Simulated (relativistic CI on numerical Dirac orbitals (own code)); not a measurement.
**Ta4+ (5d) in a crystal field**

Calculated by Dirac-Coulomb-Breit CI, separate exchange-only KLI orbitals for each configuration, QED by a radiative potential, valence Slater integrals scaled by 0.85, one configuration in a parametric crystal field (own radial code).

Field parameters in Wybourne normalisation: D4h B²₀ = −7Ds, B⁴₀ = 21(Dq − Dt), B⁴₄ = 21√(5/14) Dq. The field is a parameter set, without covalency.

S and J are read from ⟨S²⟩ = S(S + 1) and ⟨J²⟩ = J(J + 1) of each level; they are not fictitious spins.

D4h, 10Dq = 32650, Ds = -1500, Dt = -350 cm⁻¹, the lowest 5 levels:

```csv
E (cm⁻¹),Degeneracy,Irrep,S,J
0.0,2,Γ7,0.50,1.91
2202,2,Γ6,0.50,1.88
5371,2,Γ7,0.50,2.46
33749,2,Γ7,0.50,2.22
41461,2,Γ6,0.50,2.21
```

Principal g values of the ground doublet: 0.63, 0.87, 0.87.

D4h, 10Dq = 32650, Ds = 3000, Dt = -350 cm⁻¹, the lowest 5 levels:

```
E (cm⁻¹)  Degeneracy  Irrep     S     J
     0.0           2     Γ6  0.50  1.87
    2221           2     Γ7  0.50  2.20
   12328           2     Γ7  0.50  2.21
   34814           2     Γ6  0.50  2.22
   45048           2     Γ7  0.50  2.22
```

Principal g values of the ground doublet: 0.01, 0.39, 0.39.

D4h, 10Dq = 32650, Ds = 2590, Dt = -350 cm⁻¹, the lowest 5 levels:

| E (cm⁻¹) | Degeneracy | Irrep | S | J |
| --- | --- | --- | --- | --- |
| 0.0 | 2 | Γ6 | 0.50 | 1.87 |
| 2172 | 2 | Γ7 | 0.50 | 2.19 |
| 11139 | 2 | Γ7 | 0.50 | 2.22 |
| 35218 | 2 | Γ6 | 0.50 | 2.22 |
| 43817 | 2 | Γ7 | 0.50 | 2.22 |

Principal g values of the ground doublet: 0.01, 0.39, 0.39.

The free-ion ground term has S = 1/2. Every field shown keeps that spin.

Levels of this model without a field, named by their leading LS term: 2D_3/2 0, 2D_5/2 5902 cm⁻¹.
